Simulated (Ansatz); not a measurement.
`N=C(O)[CH2][SnH3]` + H₂ → `N=CO` + `[CH3][SnH3]`  (hydrogenolysis of a C–C bond)

Computed with Ansatz on PBE0-D4/def2-TZVP structures; ΔE is electronic, products minus reactants. CCSD(T)/CBS adds triple-zeta CCSD(T) − MP2 to the extrapolated MP2 energy (def2 sets, frozen cores). This one scheme is used for every species. Functionals use def2-TZVPP. HSE06 is defined as in plane-wave codes. Elements past krypton have def2 core potentials. For Sn outer-core shells are correlated without core-valence functions, which leaves a few kJ/mol of doubt a bond. Each species was taken in one conformer, which may not be the lowest.

`N=C(O)[CH2][SnH3]`:

Z-matrix (Å, degrees):
```
C
Sn 1 2.168
C 1 1.481 2 110.8
H 1 1.092 2 106.1 3 119.9
H 1 1.088 2 108.9 3 -122.5
H 2 1.709 1 107.8 3 159.7
H 2 1.704 1 108.6 3 40.6
H 2 1.703 1 110.0 3 -80.7
O 3 1.350 1 111.5 2 68.0
N 3 1.266 1 129.5 2 -110.2
H 9 0.967 3 105.9 1 -179.0
H 10 1.014 3 111.5 1 -2.3
```

H₂:

```xyz
2

H     0.313    0.185    0.084
H    -0.313   -0.185   -0.084
```

`N=CO`:

Cartesian coordinates in Å:
```
N 0.451 0.865 -0.352
C -0.194 -0.040 0.238
O -0.148 -1.316 -0.154
H 0.297 1.770 0.081
H -0.849 0.070 1.105
H 0.444 -1.350 -0.920
```

`[CH3][SnH3]`:

Cartesian coordinates in Å:
```
C 0.425 -0.457 -0.967
Sn -0.365 0.393 0.831
H 0.554 -1.532 -0.845
H 1.391 -0.008 -1.197
H -0.257 -0.273 -1.797
H -1.878 -0.314 1.199
H 0.706 0.113 2.133
H -0.576 2.078 0.642
```

Task: Is it downhill or uphill in electronic energy at CCSD(T)/CBS, and by how much? (Estimate.)

Result: The calculation gave: Downhill: ΔE = -33.7 kJ/mol.

Task: What do these levels give: LDA (SPW92), PBE0-D4, r2SCAN0-D4, HSE06-D4, BLYP, r2SCAN, r2SCANh, r2SCAN0, HSE06, CAM-B3LYP, CCSD(T)/def2-TZVPP, SCS-MP2/def2-QZVPP? (Best estimate.)

Result: Ansatz gave: LDA (SPW92) -27.4, PBE0-D4 -34.9, r2SCAN0-D4 -34.8, HSE06-D4 -35.2, BLYP -50.7, r2SCAN -34.7, r2SCANh -36.0, r2SCAN0 -37.7, HSE06 -42.5, CAM-B3LYP -46.6, CCSD(T)/def2-TZVPP -35.4, SCS-MP2/def2-QZVPP -35.0 kJ/mol.

Largest T1 diagnostic among the species: 0.014.

Leaving LDA and LC-ωPBE aside and taking each functional with its dispersion term where it has one, the values, not all of them listed here, spread over 16.3 kJ/mol, from B2PLYP to revPBE-D4. LDA lies +13.9 kJ/mol from PBE without D4. The D4 term adds +13.8 kJ/mol with B3LYP and +7.7 kJ/mol with PBE0; it sums over pairs of atoms, weighted by their polarisabilities, and B3LYP, whose exchange is more repulsive, gets the larger term.

B3LYP here is the variant with VWN-RPA as its local correlation; programs differ in this.
